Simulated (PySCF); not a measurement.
# Correlation energy of B⁺ (boron, charge +1)

[He] 2s1 3s1, high-spin 3S determinant (an excited configuration). Computed with PySCF 2.14 in aug-cc-pVQZ (6s5p4d3f2g, 80 functions), with no relativity, point nucleus. Frozen: 1s2; 2 electrons correlated.

With two correlated electrons CCSD is exact within the correlated space (frozen core and kept virtual orbitals).

```tsv
level	correlation energy (mhartree)
CCSD	-8.43
```

Diagnostics: T1 = 0.012, D1 = 0.0240, largest double amplitude 0.076.

The outer electron is Rydberg-like, and this basis confines it to a smaller radius and binds it less than a complete one would.

Cost of the coupled-cluster step: of the order of 9 core-seconds, for 2 correlated electrons.

Iterations:

```
CC2 = 0
CCSD nocc = (np.int64(2), np.int64(0)), nmo = (79, 79)
frozen orbitals [[0], [0]]
max_cycle = 100
direct = 0
conv_tol = 1e-08
conv_tol_normt = 1e-06
diis_space = 8
diis_start_cycle = 0
Init t2, MP2 energy = -0.00344358669559011
Init E_corr(UCCSD) = -0.00344358669843508
cycle = 1  E_corr(UCCSD) = -0.00521163797761219  dE = -0.00176805128  norm(t1,t2) = 0.0349155
cycle = 2  E_corr(UCCSD) = -0.00630267550178435  dE = -0.00109103752  norm(t1,t2) = 0.0232347
cycle = 3  E_corr(UCCSD) = -0.00844345044382031  dE = -0.00214077494  norm(t1,t2) = 0.0156026
cycle = 4  E_corr(UCCSD) = -0.00841555027727127  dE = 2.79001665e-05  norm(t1,t2) = 0.000789401
cycle = 5  E_corr(UCCSD) = -0.00843604054067099  dE = -2.04902634e-05  norm(t1,t2) = 0.000301939
cycle = 6  E_corr(UCCSD) = -0.00842441979677246  dE = 1.16207439e-05  norm(t1,t2) = 8.68411e-05
cycle = 7  E_corr(UCCSD) = -0.00842651674113649  dE = -2.09694436e-06  norm(t1,t2) = 1.72386e-05
cycle = 8  E_corr(UCCSD) = -0.00842626612944335  dE = 2.50611693e-07  norm(t1,t2) = 2.33675e-06
cycle = 9  E_corr(UCCSD) = -0.00842635606339887  dE = -8.99339555e-08  norm(t1,t2) = 9.6782e-07
cycle = 10  E_corr(UCCSD) = -0.00842638577962722  dE = -2.97162283e-08  norm(t1,t2) = 2.09407e-07
cycle = 11  E_corr(UCCSD) = -0.0084263808145402  dE = 4.96508702e-09  norm(t1,t2) = 3.91622e-08
UCCSD converged
E(UCCSD) = -23.70821617174702  E_corr = -0.008426380814540196
```
